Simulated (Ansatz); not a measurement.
`[Cl][Ge]([Cl])([Cl])[Cl]` + HBr → `[Cl][Ge]([Cl])([Cl])[Br]` + HCl at 600 K and 1 bar (ligand exchange at a Ge–Cl bond).

Computed with Ansatz on PBE0-D4/def2-TZVP structures; ΔE is electronic, products minus reactants. CCSD(T)/CBS is the MP2 limit (def2-TZVPP, def2-QZVPP) plus CCSD(T) − MP2 in def2-TZVPP, frozen cores. This one scheme is used for every species. For Br, Ge outer-core shells are correlated without core-valence functions, which leaves a few kJ/mol of doubt a bond. Scalar relativity is left out up to krypton.

| species | CCSD(T)/CBS energy (Eh) | H − E (kJ/mol) | S (J/(mol·K)) |
| --- | --- | --- | --- |
| `[Cl][Ge]([Cl])([Cl])[Cl]` | -3915.39126 | 67.0 | 419.5 |
| HBr | -2573.91920 | 33.5 | 219.1 |
| `[Cl][Ge]([Cl])([Cl])[Br]` | -6028.93261 | 66.7 | 443.5 |
| HCl | -460.38127 | 35.4 | 207.2 |

H − E and S are ideal-gas, rigid-rotor, harmonic terms from PBE0-D4/def2-TZVP. 1 Eh = 2625.50 kJ/mol, R = 8.31446 J/(mol·K).

Question: By hand: ΔE, ΔH, ΔS and ΔG.

Answer: ΔE = (-6028.93261) + (-460.38127) − (-3915.39126) − (-2573.91920) = -0.00342 Eh = -9.0 kJ/mol. Δ(H − E) = 66.7 + 35.4 − 67.0 − 33.5 = 1.6, so ΔH = -7.4 kJ/mol. ΔS = 443.5 + 207.2 − 419.5 − 219.1 = 12.1 J/(mol·K). ΔG = -7.4 − 600 × (12.1)/1000 = -14.7 kJ/mol.

Question: By hand: the equilibrium constant, and the temperature at which ΔG would vanish if ΔH and ΔS stayed fixed.

Answer: log₁₀ K = −ΔG/(RT ln 10) = 1.3. ΔH and −TΔS have one sign here, so there is no such temperature.

TΔS isn't small against ΔH here. A doubt of 5 kJ/mol in ΔE shifts log₁₀ K by 0.4 here. These are equilibria of isolated gas molecules and say nothing of rates. Largest T1 diagnostic: 0.009 (customary marks: 0.02 for closed shells, 0.045 for open ones).
